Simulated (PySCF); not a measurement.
## Optical rotation: `C[C@H](F)C[C@H](F)C#N`, C5H7F2N

Geometry (Å), atoms numbered from 1 in this order:
```xyz
15

C    -2.1233   -0.1169   -0.2066
C    -0.6857    0.3503   -0.3570
F    -0.4120    0.5295   -1.7043
C     0.3152   -0.6600    0.1994
C     1.7597   -0.1810    0.0117
F     2.6281   -1.1661    0.4340
C     2.0054    1.0383    0.7651
N     2.1722    1.9952    1.3647
H    -2.7929    0.5991   -0.6756
H    -2.3759   -0.2032    0.8457
H    -2.2554   -1.0829   -0.6878
H    -0.5407    1.3365    0.1045
H     0.1199   -0.8204    1.2610
H     0.2036   -1.6115   -0.3254
H     1.9772    0.0011   -1.0513
```

Computed, not measured: TDDFT wB97X-D/def2-SVPD circular dichroism and optical rotation, one conformer, gas phase (PySCF). Geometry: GFN2-xTB.

The molecule is flexible and this is one conformer; a measurement averages over conformers.

Stereocentres: C2 S, C5 S.

Q: Give the optical rotatory dispersion at 633, 589.3, 546, 436, 405, 365, 355 nm.

A: [α] in deg dm⁻¹ (g/mL)⁻¹:
```csv
λ (nm),origin-invariant length gauge,modified velocity gauge,length gauge (centre of mass),isotropic polarisability (au)
633,+48.7,+45.6,+48.4,65.5
589.3,+56.6,+53.0,+56.2,65.7
546,+66.6,+62.3,+66.1,65.9
436,+108.4,+101.4,+107.7,66.8
405,+127.8,+119.5,+126.9,67.2
365,+161.8,+151.4,+160.7,67.8
355,+172.6,+161.5,+171.4,68.0
```

Q: And for the mirror image at 589.3 nm?

A: -56.6 deg dm⁻¹ (g/mL)⁻¹ (origin-invariant length gauge): the same size and the opposite sign.

Q: What is the molar rotation [Φ] = [α]·M/100 of the geometry above at 589.3 nm?

A: With M = 119.11 g/mol, +67.4 deg cm² dmol⁻¹ (origin-invariant length gauge).

The first excitation lies at 7.38 eV (168 nm) with R = +0.1 × 10⁻⁴⁰ esu² cm² (velocity form).
